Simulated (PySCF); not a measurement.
Compound: (OH)2Hf(OSiH2)2O (singlet state).
Bonds: Hf1–O2, Hf1–O3, Hf1–O4, Hf1–O8, O4–Si5, Si5–O6, O6–Si7, Si7–O8. Hydrogens: H9 on O2; H10 on O3; H11, H12 on Si5; H13, H14 on Si7.

Method used: PySCF, PBE0-D3(BJ)/def2-SVP geometry optimisation, gas phase, def2 core potentials past Kr.

Q: How far are the bound atoms from Hf1?

A: 4 atoms: O2 1.928 Å, O3 1.928 Å, O4 1.966 Å, O8 1.967 Å. The nearest atom not counted as bound is H10, at 2.88 Å (others tie with it).

Q: List the angles at Hf1.

A: 
| angle | degrees | distance of the outer atoms (Å) |
| --- | --- | --- |
| O2–Hf1–O3 | 114.6 | 3.24 |
| O3–Hf1–O8 | 111.4 | 3.22 |
| O2–Hf1–O8 | 111.2 | 3.21 |
| O3–Hf1–O4 | 111.1 | 3.21 |
| O2–Hf1–O4 | 110.9 | 3.21 |
| O4–Hf1–O8 | 96.3 | 2.93 |

Q: Describe the arrangement about Hf1 in numbers.

A: Angles from 96.3° to 114.6°; τ4 = (360° − α − β)/141° = 0.95 with α and β the two widest (0 for a square, 1 for a tetrahedron). The Hf–O distances aren't all alike: 1.928 to 1.967 Å.

Q: What are the other bond lengths?

A: O2–H9, O3–H10 0.954 Å; O4–Si5, Si7–O8 1.658 Å; Si5–O6, O6–Si7 1.663 Å; Si5–H11 and 3 like bonds 1.488 Å.

Q: Give some angles away from the centre.

A: Hf1–O4–Si5 134.8°, O4–Si5–O6 108.2°, Si5–O6–Si7 137.6°.

Q: What are the rotational constants (commonest isotopes, rigid rotor)?

A: A = 1551, B = 666.7, C = 574.7 MHz: an asymmetric top.

Charge 0, singlet. Whether it is a minimum is left open (no frequencies).

Time: 13 min wall, 12 min CPU; peak memory 0.71 GiB. Hardware: an Intel Xeon at 2.50 GHz with one thread, shared host with 64 logical CPUs at a one-minute load of 63. These figures are those of the optimisation.
